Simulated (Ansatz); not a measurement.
A made-up structure of Li2AlNH2, singlet:

```xyz
6
angstrom
Li -2.4745 -1.7348 -0.6539
Al -0.0569 -0.7218 0.0890
Li 2.1901 -1.8804 1.1045
N 0.0836 1.0640 -0.1326
H 3.5791 -1.7893 1.8729
H -0.6435 1.6616 -0.4938
```

It is relaxed with PBE-D4/def2-SVP and then PBE0-D4/def2-TZVP (Ansatz 0.2.0). Atoms count as bonded within 1.22 times the sum of their covalent radii (H–H: 0.88 Å). The end point is not checked to be a true minimum.

Problem. Does its bonding change? (Judge from chemistry; the calculation decides.)

Solution. By the calculation: Yes. Formed: Li1–Li3, Li1–N4, Li1–H5; broken: none.

Where it ends: The first stage lowers the energy by 3.78 eV in 48 steps. It ends as Li₂AlNH₂ ([H]1[Li][NH][Al][Li]1):
```json
{"atom": "Li1", "x (Å)": "-0.2916", "y (Å)": "-1.5096", "z (Å)": "0.2485"}
{"atom": "Al2", "x (Å)": "1.1587", "y (Å)": "0.8250", "z (Å)": "0.2374"}
{"atom": "Li3", "x (Å)": "2.4059", "y (Å)": "-1.3620", "z (Å)": "1.1985"}
{"atom": "N4", "x (Å)": "-0.4076", "y (Å)": "0.3099", "z (Å)": "-0.2202"}
{"atom": "H5", "x (Å)": "1.0730", "y (Å)": "-2.3381", "z (Å)": "0.9413"}
{"atom": "H6", "x (Å)": "-1.2605", "y (Å)": "0.6741", "z (Å)": "-0.6192"}
```

Labels in which every atom is bracketed show which atoms are joined, not bond orders.

For scale, one of the runs: PBE0-D4/def2-TZVP relaxation, 108 basis functions, launched by `ansatz run in.yaml --threads 2 --pin off --events-out ev --progress --plain --max-ram 4352MiB`. Hardware: 2 CPU threads of an Arm Neoverse V1, shared host. Wall time about 12 s.
